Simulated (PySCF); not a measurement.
BeCl, SMILES [Be][Cl], multiplicity 2. The structure is a stationary point at PBE0-D3(BJ)/def2-TZVPD. The spin state was assumed, not searched.

The numbers are results of PBE0-D3(BJ)/def2-TZVPD run with PySCF, not measurements.

Harmonic wavenumbers (cm⁻¹): 830. Rotational constants (GHz): 21.47 (linear); symmetry number 1.

Task: Work out the zero-point energy and the ideal-gas rigid-rotor harmonic-oscillator thermochemistry at 298.15 K and 1 atm.

Result: ZPE = ½ Σ hcν = ½ × 830 cm⁻¹ = 1.19 kcal/mol. H − E(el) = 3.30 kcal/mol. Entropy in cal/(mol K): translation 37.30, rotation 13.25, vibration 0.18, spin 1.38, total 52.11. G − E(el) = -12.23 kcal/mol. Cp = 7.56 cal/(mol K).
